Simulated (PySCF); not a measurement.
## As₂ at PBE0

Computed with PBE0; As cc-pVTZ-PP with ECP10; scalar-relativistic core potentials (PySCF 2.14).

| Quantity | Value |
| --- | --- |
| state | quintet, unpaired electrons π ↑↑↑↑, a second solution, started from another occupation |
| bond length | 2.558 Å |
| harmonic wavenumber | 245 cm⁻¹ |
| force constant | 1.32 mdyn/Å |
| rotational constant Be | 0.06878 cm⁻¹ |
| anharmonicity ωexe | 0.583 cm⁻¹ |
| vibration–rotation constant αe | 0.000237 cm⁻¹ |
| energy of the minimum from ground-state As + As | -1.12 eV |
| bond order (Mayer) | 1.02 |

Spin–orbit coupling is left out.
